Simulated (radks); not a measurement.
Bi34+, configuration [Kr] 4d10 4f3.

Method: Dirac Kohn-Sham, LB94 model potential, spin-unpolarised, spherical densities, finite nucleus; open shells fill j = l - 1/2 first; Fermi nuclear charge, rms radius 5.5211 fm; computed with a radial shooting solver on a logarithmic mesh with Libxc functionals.

Energy parts (hartree):
kinetic: 24624.0511
electron-nucleus: -50777.7388
Hartree: 5544.3971
(The LB94 potential has no energy functional, so no total or exchange-correlation energy is given.)

Orbitals (lengths in bohr, moments of r in powers of bohr; r(max) is where P^2 peaks):
orbital,occ.,eigenvalue (hartree),r(max),<r^2>
1s1/2,2,-3382.747,0.009654,0.0003455
2s1/2,2,-647.5200,0.05637,0.005174
2p1/2,2,-624.7343,0.04110,0.003627
2p3/2,4,-538.8737,0.04897,0.004806
3s1/2,2,-192.9589,0.1585,0.03323
3p1/2,2,-182.5554,0.1475,0.03011
3p3/2,4,-163.1869,0.1632,0.03619
3d3/2,4,-145.9789,0.1266,0.02754
3d5/2,6,-141.8677,0.1309,0.02917
4s1/2,2,-77.23601,0.3473,0.1458
4p1/2,2,-72.68145,0.3431,0.1450
4p3/2,4,-67.21867,0.3715,0.1682
4d3/2,4,-59.78723,0.3573,0.1636
4d5/2,6,-58.68122,0.3653,0.1704
4f5/2,3,-49.49203,0.3034,0.1485
4f7/2,0,-49.18410,0.3066,0.1512
5s1/2,0,-41.28143,0.6577,0.4722
5p1/2,0,-39.22394,0.6658,0.4860
5p3/2,0,-37.13157,0.7072,0.5419

The highest occupied level is 4f5/2 at -1346.7 eV. Summed over all electrons, <r^2> = 3.971 bohr^2, which gives a Langevin (diamagnetic) susceptibility term of -3.15 x 10^-6 cm^3/mol. The density falls to 0.001 e/bohr^3 at r = 1.10 bohr.
